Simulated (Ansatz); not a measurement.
`F[SiH](F)O[SiH3]` + H₂ → `F[SiH2]O[SiH3]` + H–F at 600 K and 1 bar (hydrogenolysis of the Si–F bond).

Calculated with Ansatz (gas phase, PBE0-D4/def2-TZVP geometries, no zero-point term in ΔE). CBS: MP2 limit from def2 TZ/QZ plus the TZ coupled-cluster correction, frozen cores. This one scheme is used for every species. Each species was taken in one conformer, which may not be the lowest.

| species | CCSD(T)/CBS energy (Eh) | H − E (kJ/mol) | S (J/(mol·K)) |
| --- | --- | --- | --- |
| `F[SiH](F)O[SiH3]` | -855.55648 | 179.9 | 465.0 |
| H₂ | -1.17544 | 43.9 | 150.8 |
| `F[SiH2]O[SiH3]` | -756.28164 | 188.4 | 432.8 |
| H–F | -100.39570 | 42.3 | 194.0 |

H − E and S are ideal-gas, rigid-rotor, harmonic terms from PBE0-D4/def2-TZVP, for one conformer and one mirror image of each species. The MP2-based limit puts H₂ 0.8 mEh under its directly extrapolated value; such offsets cancel only in part. 1 Eh = 2625.50 kJ/mol, R = 8.31446 J/(mol·K).

Problem. By hand: ΔE, ΔH, ΔS and ΔG.

Solution. ΔE = (-756.28164) + (-100.39570) − (-855.55648) − (-1.17544) = 0.05458 Eh = 143.3 kJ/mol. Δ(H − E) = 188.4 + 42.3 − 179.9 − 43.9 = 6.9, so ΔH = 150.2 kJ/mol. ΔS = 432.8 + 194.0 − 465.0 − 150.8 = 11.0 J/(mol·K). ΔG = 150.2 − 600 × (11.0)/1000 = 143.6 kJ/mol.

Problem. By hand: the equilibrium constant, and the temperature at which ΔG would vanish if ΔH and ΔS stayed fixed.

Solution. log₁₀ K = −ΔG/(RT ln 10) = -12.5. ΔG = 0 at ΔH/ΔS = 13655 K, far beyond where these terms or the molecules hold.

The number of gas molecules stays the same, so ΔS is small and ΔH decides. A doubt of 5 kJ/mol in ΔE shifts log₁₀ K by 0.4 here. Other conformers and mirror images would add mixing entropy, several J/(mol·K) or more a flexible species. Modes under 60 cm⁻¹, often nearly free rotors, make the harmonic entropy too high. These are equilibria of isolated gas molecules and say nothing of rates. Largest T1 diagnostic: 0.012 (customary marks: 0.02 for closed shells, 0.045 for open ones).
